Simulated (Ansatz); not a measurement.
C5H10O5Ti, SMILES `CC1=CC(C)=[O+][Ti-]([OH])([OH])([OH])[O]1`, 21 atoms. Charge 0, multiplicity 1. Correlated methods include outer-core shells of Ti, which these sets cover unevenly. Scalar relativity is left out up to krypton. All runs use 4 threads of an AMD EPYC 7R13 on a shared host and a share of an NVIDIA H100 80 GB. Correlated methods freeze the cores.

Task: How many basis functions does each run have, and how long does it take in Ansatz? RKS r2SCANh-D4/def2-TZVPP energy; RKS ωB97M-V/def2-SVP energy; RKS r2SCAN-D4/def2-TZVPP energy and forces; RHF-CCSD(T)/def2-SVP energy; RKS ωB97M-V/def2-QZVPP energy; RKS HSE06 (plane-wave form)-D4/def2-TZVPP energy; RKS B3LYP-D4/def2-TZVPP energy and forces; direct RPA on PBE orbitals/def2-TZVPP energy; RKS PBE0-D4/def2-QZVPP energy; RHF-MP2/def2-QZVPP energy; RKS PBE0-D4/def2-TZVP relaxation (16 steps); RHF-CCSD(T)/def2-TZVPP energy. (Estimate.)

Result: Computed: Other jobs shared the machine, so times are rough.

```tsv
level	job	functions	wall time	peak host memory (GiB)
RKS B3LYP-D4/def2-TZVPP	energy and forces	514	8 s	1.3
RKS PBE0-D4/def2-QZVPP	energy	963	8.5 s	1.6
RKS r2SCAN-D4/def2-TZVPP	energy and forces	514	9 s	1.2
RKS ωB97M-V/def2-SVP	energy	221	10 s	1
RKS r2SCANh-D4/def2-TZVPP	energy	514	11 s	1.2
RHF-CCSD(T)/def2-SVP	energy	221	11 s	0.83
RHF-MP2/def2-QZVPP	energy	963	13 s	1.7
direct RPA on PBE orbitals/def2-TZVPP	energy	514	15 s	2.9
RKS ωB97M-V/def2-QZVPP	energy	963	16 s	1.7
RKS HSE06 (plane-wave form)-D4/def2-TZVPP	energy	514	17 s	1.1
RKS PBE0-D4/def2-TZVP	relaxation (16 steps)	415	68 s	1.1
RHF-CCSD(T)/def2-TZVPP	energy	514	100 s	2.7
```

B3LYP here is the variant with VWN-RPA as its local correlation; programs differ in this.
